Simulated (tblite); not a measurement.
C₅H₁₃FSSi.
SMILES with atom numbers: `[CH3:1][S:2][Si:3]([CH3:4])([CH3:5])[CH2:6][CH2:7][F:8]` (hydrogens: H9, H10, H11 on C1; H12, H13, H14 on C4; H15, H16, H17 on C5; H18, H19 on C6; H20, H21 on C7)

Computed geometry: GFN2-xTB, gas phase.

Problem. Give the optimised bond lengths and angles.

Solution. 
| bond | length (bohr) | order |
| --- | --- | --- |
| C1–S2 | 3.441 | single |
| S2–Si3 | 4.115 | single |
| Si3–C4, Si3–C5 | 3.592 | single |
| Si3–C6 | 3.633 | single |
| C6–C7 | 2.867 | single |
| C7–F8 | 2.603 | single |
| C1–H9, C1–H10, C1–H11 | 2.050 | single |
| C4–H12 and 5 like bonds | 2.052 | single |
| C6–H18, C6–H19 | 2.061 | single |
| C7–H20, C7–H21 | 2.068 | single |

Bonds in one row agree within 0.02 bohr and their mean is given. Orders are formal, as drawn. A selection of angles:
| angle | degrees |
| --- | --- |
| C1–S2–Si3 | 100.7 |
| S2–Si3–C4 | 110.3 |
| S2–Si3–C5 | 105.0 |
| S2–Si3–C6 | 107.9 |
| C4–Si3–C5 | 112.9 |
| C4–Si3–C6 | 109.8 |
| C5–Si3–C6 | 110.7 |
| Si3–C6–C7 | 112.0 |
| C6–C7–F8 | 110.7 |

Torsions: C1–S2–Si3–C4 56° (synclinal); S2–Si3–C6–C7 -159° (antiperiplanar); Si3–C6–C7–F8 -55° (synclinal). The mirror-image conformer, all signs reversed, is as good.

Si3 (four-coordinate silicon) is distorted tetrahedral (angles from 105.0° to 112.9°). The C–Si distances run from 1.898 Å (Si3–C5, drawn single) to 1.923 Å (Si3–C6, drawn single), a spread of 0.025 Å. Of the pairs four or more bonds apart, F8···H14 is among the closest relative to their van der Waals radii: 2.73 Å, 102 % of the sum of Bondi's values.

Point group: C1 (no symmetry element, even within 0.4 Å). Its GFN2-xTB frequencies are all real (lowest 32 cm⁻¹). The numbers are those of one conformer.
